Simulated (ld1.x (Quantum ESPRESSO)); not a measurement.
# scandium, ultrasoft: configuration errors across variants

```json
{
 "Element": "scandium (Sc)",
 "Generator": "ld1.x (Quantum ESPRESSO) 7.5",
 "Type": "ultrasoft",
 "Functional": "PBE",
 "Relativity": "scalar-relativistic",
 "Frozen core": "[Ne]",
 "Valence charge": "11",
 "Reference configuration": "3s2 3p6 3d1 4s1 4p1",
 "Partial waves": "3s (bound): rcut 1.40, rcutus 1.80 bohr; 4s (bound): rcut 1.40, rcutus 1.80 bohr; 3p (bound): rcut 2.40, rcutus 2.60 bohr; 4p (bound): rcut 2.40, rcutus 2.60 bohr; 3d (bound): rcut 1.20, rcutus 1.40 bohr; 3d channel at 0.35 Ry: rcut 1.20, rcutus 1.40 bohr",
 "Local potential": "all-electron potential smoothed inside 1.30 bohr (lloc = -1)",
 "Core correction": "Bessel-smoothed model core inside 1.45 bohr",
 "Augmentation charge": "PSQ, inside the norm-conserving radii"
}
```

All-electron excitation energies from the reference (eV): (1) 3s2 3p6 3d1 4s2 4p0 -2.779; (2) 3s2 3p6 3d1 4s1 4p0 4.117; (3) 3s2 3p6 3d1 4s0 4p0 16.886; (4) 3s2 3p6 3d0 4s2 4p0 5.602; (5) 3s2 3p6 3d2 4s1 4p0 -1.111; (6) 3s2 3p6 3d2 4s0 4p0 4.799; (7) 3s2 3p6 3d1 4s0 4p1 7.548.

The overlap operator is not positive definite (basis up to 400 Ry) in “local potential all-electron potential smoothed inside 2.02 bohr (lloc = -1)”. Such files are unfit for use, however small their errors in these radial tests.

Tests that are not counted but printed errors over 1 eV. “local potential all-electron potential smoothed inside 2.02 bohr (lloc = -1)”: 3s2 3p6 3d1 4s0 4p1 (solver errors, printed error -2.4 eV). “local potential all-electron potential smoothed inside 2.32 bohr (lloc = -1)”: 3s2 3p6 3d1 4s0 4p1 (solver errors, printed error -2.4 eV).

Errors AE − PS in meV (a dash: test not solved or not reliable):

| change | (1) | (2) | (3) | (4) | (5) | (6) | (7) | bound ghosts |
| --- | --- | --- | --- | --- | --- | --- | --- | --- |
| base | -0.5 | -0.2 | -4.7 | -43 | -4.4 | -9.3 | -0.8 | none |
| local potential all-electron potential smoothed inside 1.10 bohr (lloc = -1) | -0.5 | -0.2 | -4.7 | -42 | -4.3 | -9.0 | -0.8 | none |
| local potential all-electron potential smoothed inside 1.24 bohr (lloc = -1) | -0.5 | -0.2 | -4.7 | -43 | -4.4 | -9.2 | -0.8 | none |
| local potential all-electron potential smoothed inside 1.46 bohr (lloc = -1) | -0.5 | -0.2 | -4.7 | -43 | -4.5 | -9.4 | -0.8 | none |
| local potential all-electron potential smoothed inside 1.80 bohr (lloc = -1) | -0.5 | -0.2 | -4.7 | -44 | -4.6 | -9.5 | -0.7 | none |
| local potential all-electron potential smoothed inside 2.02 bohr (lloc = -1) | -0.4 | 0.0 | -4.7 | -21 | -4.3 | -13 | – | not determined (overlap not positive) |
| local potential all-electron potential smoothed inside 2.32 bohr (lloc = -1) | -0.5 | -0.2 | -4.8 | -60 | -6.1 | -14 | – | none |
| local potential all-electron potential smoothed inside 2.58 bohr (lloc = -1) | -0.5 | -0.1 | -4.8 | -56 | -5.5 | -13 | -3.2 | none |
| local potential all-electron potential smoothed inside 2.72 bohr (lloc = -1) | -0.5 | -0.2 | -4.8 | -51 | -4.8 | -11 | -2.5 | none |

(1) Give the same row for: local potential all-electron potential smoothed inside 3.00 bohr (lloc = -1).

Results:

(1) -0.5, -0.3, -4.8, -51, -5.0, -11, -2.2; bound ghosts: none.
